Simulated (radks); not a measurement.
Values are calculated unless marked as measured or tabulated.
Task: Radial electron density D(r) = 4 pi r^2 rho(r) of an atom or ion with 24 electrons. Level of theory: Dirac Kohn-Sham, Slater X-alpha with alpha = 1.017, spin-unpolarised, spherical densities, finite nucleus; Fermi nuclear charge, rms radius of each element as measured or else 0.836 A^(1/3) + 0.57 fm (a radial shooting solver on a logarithmic mesh with Libxc functionals).

```
   r/bohr * D(r) (the largest magnitude, 34.6, reaches the edge; | marks zero)
 0.007247 |        *
 0.009213 |            *
  0.01171 |                  *
  0.01489 |                         *
  0.01893 |                                *
  0.02406 |                                        *
  0.03059 |                                              *
  0.03889 |                                                 *
  0.04943 |                                                *
  0.06284 |                                           *
  0.07989 |                                       *
   0.1016 |                                        *
   0.1291 |                                              *
   0.1641 |                                                      *
   0.2086 |                                                      *
   0.2652 |                                          *
   0.3372 |                           *
   0.4286 |                     *
   0.5449 |                        *
   0.6927 |                           *
   0.8806 |                      *
    1.119 |             *
    1.423 |     *
    1.809 | *
      2.3 |*
    2.924 *
    3.717 *
```

What is the nuclear charge?

Result: Z = 26. The innermost maximum, from 1s, lies near gamma/Z bohr with gamma = sqrt(1 - (Z/c)^2) = 0.982, here 0.0378 bohr (found: 0.0408), and its height grows with Z. The density is that of the iron ion Fe2+ in [Ar] 3d6; the configuration itself is not fixed sharply by these data, and Z only to about a unit. D(r) has 3 maxima, at r = 0.0408, 0.185, 0.682 bohr, and minima at 0.0886, 0.436 bohr, inside which lie 2.13, 10.73 electrons.
